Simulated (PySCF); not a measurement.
## `COCO[SiH2]C([SiH3])[SiH3]`: 4 charge schemes on one density

C3H14O2Si3.
Structure used (GFN2-xTB), in Å, numbered top down from 1:
```
atom  x, y, z in Å
C1     3.4316   -0.1683    0.6647
O2     3.0032    0.2611   -0.6126
C3     2.0682    1.2826   -0.5683
O4     0.8393    0.8852   -0.0827
Si5    0.0351   -0.4318   -0.6194
C6    -1.5707   -0.3423    0.3706
Si7   -2.6627   -1.8314   -0.0521
Si8   -2.4663    1.3245    0.1733
H9     3.9787    0.6320    1.1762
H10    2.5845   -0.4758    1.2834
H11    4.0906   -1.0163    0.4956
H12    2.4158    2.1114    0.0712
H13    1.9683    1.6330   -1.6032
H14    0.7839   -1.6641   -0.3474
H15   -0.1675   -0.3350   -2.0688
H16   -1.3082   -0.4309    1.4284
H17   -1.9334   -3.0812    0.1825
H18   -3.0655   -1.7850   -1.4572
H19   -3.8587   -1.8324    0.7965
H20   -2.8847    1.5041   -1.2210
H21   -1.6284    2.4549    0.5781
H22   -3.6633    1.3250    1.0259
```

Density: PBE0/pcSseg-1 (PySCF); schemes: Mulliken, IAO, Hirshfeld and ESP-fitted. Isolated species at its GFN2-xTB geometry (one conformer only).

Q: Atoms with like bonding are taken together and averaged. For which atoms does the sign change between the 4 schemes (beyond +0.03 e in one, beyond −0.03 e in another)?

A: For none.

Q: At which atom do the 4 schemes differ most?

A: At C6: from -1.101 (Mulliken) to -0.279 e (Hirshfeld), 0.822 e apart.

Q: Which atoms carry the highest charge in the Mulliken, IAO, Hirshfeld and ESP-fitted schemes?

A: All schemes agree: Mulliken Si5 (+0.821); IAO Si5 (+0.985); Hirshfeld Si5 (+0.376); ESP-fitted Si5 (+0.539).

Q: Tabulate the Mulliken, IAO, Hirshfeld and ESP-fitted charges.

A: In e; atoms taken as equivalent share a row and are averaged (×n: the atom named and its like, n in all):

```json
{"atom": "C1", "environment": "methoxy carbon", "Mulliken": "-0.050", "IAO": "-0.208", "Hirshfeld": "-0.041", "ESP-fitted": "-0.193"}
{"atom": "O2", "environment": "ether oxygen", "Mulliken": "-0.514", "IAO": "-0.393", "Hirshfeld": "-0.142", "ESP-fitted": "-0.301"}
{"atom": "C3", "environment": "sp3 carbon bearing two oxygens", "Mulliken": "+0.328", "IAO": "+0.138", "Hirshfeld": "+0.072", "ESP-fitted": "+0.046"}
{"atom": "O4", "environment": "silyl ether oxygen", "Mulliken": "-0.644", "IAO": "-0.646", "Hirshfeld": "-0.220", "ESP-fitted": "-0.357"}
{"atom": "Si5", "environment": "oxygen-bound silicon", "Mulliken": "+0.821", "IAO": "+0.985", "Hirshfeld": "+0.376", "ESP-fitted": "+0.539"}
{"atom": "C6", "environment": "sp3 carbon bound to silicon", "Mulliken": "-1.101", "IAO": "-0.940", "Hirshfeld": "-0.279", "ESP-fitted": "-0.523"}
{"atom": "Si7/Si8", "environment": "SiH3 silicon", "Mulliken": "+0.488", "IAO": "+0.597", "Hirshfeld": "+0.303", "ESP-fitted": "+0.340"}
{"atom": "H9/H10/H11", "environment": "methyl hydrogen", "Mulliken": "+0.111", "IAO": "+0.140", "Hirshfeld": "+0.043", "ESP-fitted": "+0.119"}
{"atom": "H12/H13", "environment": "methylene hydrogen", "Mulliken": "+0.106", "IAO": "+0.132", "Hirshfeld": "+0.041", "ESP-fitted": "+0.117"}
{"atom": "H14/H15", "environment": "Si–H hydrogen", "Mulliken": "-0.084", "IAO": "-0.149", "Hirshfeld": "-0.083", "ESP-fitted": "-0.092"}
{"atom": "H16", "environment": "methine hydrogen", "Mulliken": "+0.204", "IAO": "+0.174", "Hirshfeld": "+0.046", "ESP-fitted": "+0.206"}
{"atom": "H17 (×6)", "environment": "Si–H hydrogen", "Mulliken": "-0.066", "IAO": "-0.115", "Hirshfeld": "-0.077", "ESP-fitted": "-0.084"}
```

Mean size of the charges over all atoms: IAO 0.289 e, Mulliken 0.261 e, ESP-fitted 0.187 e, Hirshfeld 0.119 e. Each set sums to the total charge, 0, to within 0.001 e. The IAO scheme projects the occupied orbitals on a minimal set of polarised atomic orbitals and counts the electrons in each atom's part of it.

Some averages cover members that differ in this geometry: H9/H10/H11, IAO +0.128 to +0.162; H9/H10/H11, Mulliken +0.098 to +0.126 e.

Q: Sum the charges by element.

A: 
```csv
element,atoms,Mulliken,IAO,Hirshfeld,ESP-fitted
C,3,-0.823,-1.009,-0.248,-0.670
O,2,-1.158,-1.038,-0.361,-0.658
Si,3,+1.797,+2.178,+0.982,+1.219
H,14,+0.184,-0.131,-0.372,+0.109
```

Q: How closely do the schemes follow one another over all atoms?

A: Correlation coefficient and root-mean-square difference: IAO with ESP-fitted 0.99, 0.168 e; Mulliken with IAO 0.97, 0.090 e; IAO with Hirshfeld 0.97, 0.246 e; Hirshfeld with ESP-fitted 0.96, 0.098 e; Mulliken with ESP-fitted 0.95, 0.177 e; Mulliken with Hirshfeld 0.92, 0.250 e.
